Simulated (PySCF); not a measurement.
C5H7BO, SMILES C#CB1OC[C@@H]1C.

Coordinates come from a PBE0-D3(BJ)/def2-SVP optimisation. The structure was generated by enumeration; whether it is a known compound was not checked.

These are PySCF with PBE/def2-TZVP values and carry that method's errors.

Computed frontier levels, gap, dipole moment and polarisability:
```json
{
 "highest_occupied_level": "-6.55 eV",
 "lowest_empty_level": "-2.06 eV",
 "orbital_gap": "4.49 eV",
 "dipole_moment": "1.42 D",
 "quadrupole, principal values (traceless, Buckingham form, about the centre of nuclear charge)": "-8.50, -2.13, 10.63 D·Å",
 "mean_static_polarisability": "75.2 bohr³ (11.14 Å³)",
 "polarisability_principal_values": "54.5, 65.7, 105.3 bohr³"
}
```
